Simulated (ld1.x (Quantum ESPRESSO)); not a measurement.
Configuration tests for molybdenum (Mo) (TM)

molybdenum (Mo), norm-conserving Troullier–Martins (Kleinman–Bylander form), made with ld1.x (Quantum ESPRESSO) 7.5 (PBE, scalar-relativistic). Core [Kr], reference 4d5 5s1 5p0. Waves: 5s (bound): rc 3.15 bohr; 5p (bound, empty): rc 3.50 bohr; 4d (bound): rc 2.00 bohr. Local part: the d channel. Core correction: Bessel-smoothed model core inside 1.30 bohr.

Energies are relative to the spin-unpolarised reference configuration 4d5 5s1 5p0; without spin polarisation the order of configurations can differ from experiment.

```json
{"valence configuration": "4d5 5s0 5p0", "charge": "+1", "ΔE all-electron (eV)": "6.890", "error AE − PS (meV)": "-15"}
{"valence configuration": "4d4 5s0 5p0", "charge": "+2", "ΔE all-electron (eV)": "22.352", "error AE − PS (meV)": "-59"}
{"valence configuration": "4d3 5s0 5p0", "charge": "+3", "ΔE all-electron (eV)": "49.096", "error AE − PS (meV)": "-404"}
{"valence configuration": "4d6 5s0 5p0", "charge": "0", "ΔE all-electron (eV)": "0.763", "error AE − PS (meV)": "-41"}
{"valence configuration": "4d4 5s1 5p0", "charge": "+1", "ΔE all-electron (eV)": "8.064", "error AE − PS (meV)": "-42"}
```

Problem. What are ΔE and the potential's error for 4d4 5s2 5p0?

Solution. ΔE = 0.199 eV all-electron; the error (AE − PS) is -69 meV.

Problem. What are ΔE and the potential's error for 4d5 5s0 5p1?

Solution. ΔE = 3.140 eV all-electron; the error (AE − PS) is -4.0 meV.

Levels in the configuration 4d4 5s2 5p0:

```tsv
level	all-electron (eV)	pseudo (eV)
4d	-5.652	-5.779
5s	-4.878	-4.843
```

These tests converged, but a pseudo level misses the all-electron one widely, so the file describes the atom poorly there or has found another state: 4d3 5s0 5p0: empty 5s by 3.1 eV (a node warning on the way).

Note: ghost states, extra bound levels that the all-electron valence spectrum of the same l lacks: s at -69.0 eV, p at -18.8 eV. A true bound ghost makes a file unfit for plane-wave use.
